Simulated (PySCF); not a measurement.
Vibration and rotation of MoBr⁻

UHF constants of MoBr⁻, ⁷Σ⁺ (septet), unpaired electrons σ ↑↑, π ↑↑, δ ↑↑ (basis Mo def2-TZVPPD with ECP28, Br def2-TZVPPD; scalar-relativistic core potentials; PySCF 2.14; masses 97.9054 and 78.9183 u):

| Property | Result |
| --- | --- |
| ωe | 133.6 cm⁻¹ |
| ωexe | 0.822 cm⁻¹ |
| Be | 0.047963 cm⁻¹ |
| αe | 0.000330 cm⁻¹ |

**Question.** What force constant and bond length do these constants imply?

**Answer.** Reduced mass μred = 43.696 u; k = 5.8918×10⁻⁷·μred·ωe² (u, cm⁻¹, mdyn/Å) = 0.460 mdyn/Å; Re = √(16.8576/(μred·Be)) (u, cm⁻¹, Å) = 2.836 Å.

**Question.** Estimate the centrifugal constant D from the Kratzer relation and find the Dunham coefficient a1.

**Answer.** D = 4Be³/ωe² = 2.47e-08 cm⁻¹; a1 = −1 − αeωe/(6Be²) = -4.19.

These are scalar-relativistic numbers at best; spin–orbit coupling would shift them, the dissociation energy most. Hartree–Fock leaves out correlation, which carries a large part of most bond energies and some tenths to 1 eV of ionisation energies. With d or f electrons several states lie close, and the lowest PBE0 determinant need not be the measured ground state.
